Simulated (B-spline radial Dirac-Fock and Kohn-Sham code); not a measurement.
**V: input and output of one calculation**

ΔSCF core binding energies without Breit or QED terms, calculated with a radial atomic solver. Keys: rel is the Hamiltonian (dirac, or spin-free x2c and nr, where L3 and M5 stand for the whole 2p and 3d shells), method is hf or an exchange,correlation pair (spin-unpolarised, also for the hole states), nuc the nuclear model, radius_factor scales its radius, rmax is the box in bohr, h the logarithmic mesh step, order the B-spline order, points the quadrature points per cell, c_factor scales the speed of light, and damp, ndamp, maxit and tol steer the iteration. The run stops when the commutator error falls below 10·tol·max(1, Z/10), or the numerical noise floor, and the energy has settled to about 1e-8 Ha; the virial ratio is −V/T.

Input (task.json):

```json
{"items": [{"Z": 23, "q": 0, "cfg": [[1, 0, 2], [2, 0, 2], [2, 1, 6], [3, 0, 2], [3, 1, 6], [3, 2, 3], [4, 0, 2]], "A": 51, "rrms": 3.6002, "do": "settings", "holes": ["K", "L3", "M5"],
  "settings": [{"rel": "dirac", "method": "hf", "nuc": "fermi", "radius_factor": 1.0, "rmax": 45.0, "h": 0.3, "order": 8, "points": 10, "c_factor": 1.0, "maxit": 79, "damp": 0.995, "ndamp": 100, "tol": 1e-08}]}]}
```

Command: `python xray2_run.py task.json out`

Ground-state iterations:

```
iter   energy (Ha)        error
   1     -942.66071994  8.53e-01
   2     -946.05951608  2.96e-01
   3     -946.08643445  2.94e-01
   4     -946.11302414  2.91e-01
   5     -946.13928903  2.88e-01
   6     -946.16523296  2.86e-01
   7     -946.19085971  2.83e-01
   8     -946.21617303  2.80e-01
   9     -946.24117663  2.78e-01
  10     -946.26587416  2.75e-01
  11     -946.29026925  2.72e-01
  12     -946.31436547  2.70e-01
  13     -946.33816638  2.67e-01
  14     -946.36167546  2.65e-01
  15     -946.38489618  2.62e-01
  23     -946.56068320  2.44e-01
  31     -946.71988519  2.30e-01
  39     -946.86401911  2.18e-01
  47     -946.99446659  2.07e-01
  55     -947.11248528  1.96e-01
  63     -947.21921960  1.85e-01
  71     -947.31571074  1.75e-01
  79     -947.40290587  1.65e-01
```

The ground state had not converged after 79 iterations, with total energy -947.40291 Ha, virial ratio 1.96886 and highest orbital energy 5.06 eV. ΔSCF binding energies: K (1s) 5496.0 eV, L3 (2p3/2) 533.9 eV (not all states converged, so these are not final). Holes are computed only in closed shells, and unreliable hole states are left out.

Q: One setting is unsound. Which, and why?

A: damp is so close to 1 that the orbitals hardly move in each step. With the default settings (Dirac Hartree-Fock): The ground state converged in 12 iterations, with total energy -948.18874 Ha, virial ratio 1.98862 and highest orbital energy -6.38 eV. ΔSCF binding energies: K (1s) 5484.3 eV, L3 (2p3/2) 526.3 eV. Holes are computed only in closed shells, and unreliable hole states are left out.
